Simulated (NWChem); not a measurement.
System: GeHClF₂; SMILES [Cl][GeH]([F])[F]

Output (shortened):

```
             Northwest Computational Chemistry Package (NWChem) 7.3.0
             --------------------------------------------------------

                             Geometry "geometry" -> ""
                             -------------------------

 Output coordinates in angstroms (scale by  1.889725989 to convert to a.u.)

  No.       Tag          Charge          X              Y              Z
 ---- ---------------- ---------- -------------- -------------- --------------
    1 Ge                  32.0000     0.27392300     0.37129700     0.00000000
    2 F                    9.0000    -0.50662500     1.06395200    -1.36568200
    3 F                    9.0000    -0.50662500     1.06395200     1.36568200
    4 Cl                  17.0000    -0.12727900    -1.71095400     0.00000000
    5 H                    1.0000     1.75511500     0.71812800     0.00000000

 Effective nuclear repulsion energy (a.u.)     398.3891542132

                              NWChem Property Module
                              ----------------------

  itol2e modified to match energy
  convergence criterion.

                                 NWChem DFT Module
                                 -----------------

 Summary of "ao basis" -> "ao basis" (spherical)
 ------------------------------------------------------------------------------
       Tag                 Description            Shells   Functions and Types
 ---------------- ------------------------------  ------  ---------------------
 Ge                         pcsseg-1                15       41   5s7p3d
 F                          pcsseg-1                 7       17   3s3p1d
 Cl                         pcsseg-1                10       24   4s5p1d
 H                          pcsseg-1                 3        5   2s1p

  itol2e modified to match energy
  convergence criterion.

            General Information
            -------------------
          SCF calculation type: DFT
          Wavefunction type:  closed shell.
          No. of atoms     :     5
          No. of electrons :    68
           Alpha electrons :    34
            Beta electrons :    34
          Charge           :     0
          Spin multiplicity:     1
          Use of symmetry is: off; symmetry adaption is: off
          Maximum number of iterations: 150
          AO basis - number of functions:   104
                     number of shells:    42
          Convergence on energy requested:  1.00D-07
          Convergence on density requested:  1.00D-05
          Convergence on gradient requested:  5.00D-04

              XC Information
              --------------
                        Slater Exchange Functional  1.000 local
                      VWN V Correlation Functional  1.000 local

             Grid Information
             ----------------
          Grid used for XC integration:  fine
          Radial quadrature: Mura-Knowles
          Angular quadrature: Lebedev.
          Tag              B.-S. Rad. Rad. Pts. Rad. Cut. Ang. Pts.
          ---              ---------- --------- --------- ---------
          Ge                  1.25      140           8.0       974
          F                   0.50       70           9.0       590
          Cl                  1.00      123          10.0       770
          H                   0.35       60           9.0       590
          Grid pruning is: on
          Number of quadrature shells:   463
          Spatial weights used:  Erf1

      Superposition of Atomic Density Guess
      -------------------------------------

 Sum of atomic energies:       -2733.73138834

      Non-variational initial energy
      ------------------------------

 Total energy =   -2734.255719
 1-e energy   =   -4604.326590
 2-e energy   =    1471.681717
 HOMO         =      -0.435632
 LUMO         =       0.019660

   convergence    iter        energy       DeltaE   RMS-Dens  Diis-err
 ---------------- ----- ----------------- --------- --------- ---------
 d= 0,ls=0.0,diis     1  -2731.3077771616 -3.13D+03  2.13D-02  4.71D+00
 d= 0,ls=0.0,diis     2  -2730.8067183043  5.01D-01  1.73D-02  7.78D+00
 d= 0,ls=0.0,diis     3  -2731.3724657046 -5.66D-01  4.44D-03  1.72D+00
 d= 0,ls=0.0,diis     4  -2731.4839421074 -1.11D-01  2.57D-03  6.31D-02
 d= 0,ls=0.0,diis     5  -2731.4894400921 -5.50D-03  1.13D-03  1.65D-02
  Resetting Diis
 d= 0,ls=0.0,diis     6  -2731.4915839161 -2.14D-03  1.83D-04  1.88D-03
 d= 0,ls=0.0,diis     7  -2731.4917082170 -1.24D-04  1.25D-04  8.12D-05
 d= 0,ls=0.0,diis     8  -2731.4916912963  1.69D-05  7.47D-05  3.31D-04
 d= 0,ls=0.0,diis     9  -2731.4917146154 -2.33D-05  1.05D-05  5.71D-06
 d= 0,ls=0.0,diis    10  -2731.4917149432 -3.28D-07  2.95D-06  3.67D-07
 d= 0,ls=0.0,diis    11  -2731.4917149763 -3.31D-08  4.89D-07  2.86D-09

         Total DFT energy =    -2731.491714976295
      One electron energy =    -4602.426923163132
           Coulomb energy =     1595.262552859746
    Exchange-Corr. energy =     -122.716498886066
 Nuclear repulsion energy =      398.389154213157

 Numeric. integr. density =       67.999999202611

                       DFT Final Molecular Orbital Analysis
                       ------------------------------------

 Vector   32  Occ=2.000000D+00  E=-3.494387D-01
              MO Center=  1.2D-01,  2.4D-01,  4.4D-08, r^2= 3.8D+00
   Bfn.  Coefficient  Atom+Function         Bfn.  Coefficient  Atom+Function
  ----- ------------  ---------------      ----- ------------  ---------------
    90      0.300941  4 Cl py               100     -0.266699  5 H  s
    93      0.244556  4 Cl py                48      0.206004  2 F  px
    65      0.206004  3 F  px                51      0.193777  2 F  px
    68      0.193777  3 F  px               101     -0.167524  5 H  s
    49      0.145132  2 F  py                66      0.145132  3 F  py

[...]

          -----------------------------------------
          Chemical Shielding Tensors (GIAO, in ppm)
          -----------------------------------------

                                NWChem CPHF Module
                                ------------------

  scftype          =     RHF
  nclosed          =       34
  nopen            =        0
  variables        =     2380
  # of vectors     =        3
  tolerance        = 0.10D-03
  level shift      = 0.00D+00
  max iterations   =       50
  max subspace     =       30

 SCF residual:    3.0040975865002783E-005

Iterative solution of linear equations
  No. of variables     2380
  No. of equations        3
  Maximum subspace       30
        Iterations       50
       Convergence  1.0D-04

   iter   nsub   residual    time
   ----  ------  --------  ---------
     1      3    8.93D-06      36.3

      Atom:    1  Ge
        Diamagnetic
   2754.1507     -0.1668      0.0000
     -0.1668   2762.3066     -0.0000
      0.0000     -0.0000   2758.8308

        Paramagnetic
  -1627.5232     45.1996     -0.0000
     45.1996  -1538.3076      0.0000
     -0.0000      0.0000  -1594.4189

        Total Shielding Tensor
   1126.6275     45.0328     -0.0000
     45.0328   1223.9989      0.0000
     -0.0000      0.0000   1164.4119

           isotropic =    1171.6794
          anisotropy =     104.9297

          Principal Components and Axis System
                 1           2           3
             1241.6325   1164.4119   1108.9939

      1         0.3646     -0.0000      0.9312
      2         0.9312     -0.0000     -0.3646
      3         0.0000      1.0000      0.0000

      Atom:    2  F
        Diamagnetic
    471.7229     -5.0546      8.7066
     -5.0546    473.9978     -8.8992
      8.7066     -8.8992    485.0024

        Paramagnetic
   -245.4206    -50.0088     29.5085
    -50.0088   -220.6238    -19.2862
     29.5085    -19.2862   -181.9762

        Total Shielding Tensor
    226.3023    -55.0634     38.2151
    -55.0634    253.3740    -28.1854
     38.2151    -28.1854    303.0263

           isotropic =     260.9009
          anisotropy =     127.9312

          Principal Components and Axis System
                 1           2           3
              346.1884    254.9376    181.5766

      1         0.4624     -0.3604      0.8101
      2        -0.4973      0.6510      0.5735
      3         0.7341      0.6680     -0.1218

      Atom:    3  Cl
        Diamagnetic
   1143.5754      1.7398      0.0000
      1.7398   1155.9859     -0.0000
      0.0000     -0.0000   1143.7516

        Paramagnetic
   -482.0322    111.5119      0.0000
    111.5119   -172.1518     -0.0000
      0.0000     -0.0000   -462.9643

        Total Shielding Tensor
    661.5432    113.2517      0.0000
    113.2517    983.8342     -0.0000
      0.0000     -0.0000    680.7873

           isotropic =     775.3882
          anisotropy =     366.3929

          Principal Components and Axis System
                 1           2           3
             1019.6501    680.7873    625.7272

      1         0.3015      0.0000      0.9535
      2         0.9535      0.0000     -0.3015
      3        -0.0000      1.0000     -0.0000

      Atom:    4  H
        Diamagnetic
     41.2114      6.2427      0.0000
      6.2427     19.5579     -0.0000
      0.0000     -0.0000     17.1026

        Paramagnetic
     -6.3837     -1.0786      0.0000
     -1.0786     -0.0391      0.0000
      0.0000      0.0000     -0.1284

        Total Shielding Tensor
     34.8277      5.1641      0.0000
      5.1641     19.5188     -0.0000
      0.0000     -0.0000     16.9741

           isotropic =      23.7735
          anisotropy =      18.9499

          Principal Components and Axis System
                 1           2           3
               36.4068     17.9397     16.9741

      1         0.9563     -0.2924     -0.0000
      2         0.2924      0.9563      0.0000
      3         0.0000     -0.0000      1.0000
```

Level: LDA (Slater exchange, VWN5)/pcSseg-1, GIAO. Coordinates come from a PBE0/def2-SVP optimisation. The output numbers the shielded atoms by their place in the input's list. The printed shielding anisotropy is the first printed principal value minus the mean of the other two.

### Question
Reconstruct the input file.

### Answer
One answer among several that fit: the input that was run:
```
start job
memory heap 200 mb stack 900 mb global 1100 mb
geometry units angstroms noautosym nocenter noautoz
  Ge     0.273923     0.371297     0.000000
  F     -0.506625     1.063952    -1.365682
  F     -0.506625     1.063952     1.365682
  Cl    -0.127279    -1.710954     0.000000
  H      1.755115     0.718128     0.000000
end
basis spherical
  * library pcsseg-1
end
dft
  xc slater vwn_5
  iterations 150
end
property
  shielding 4 1 2 4 5
end
task dft property
```
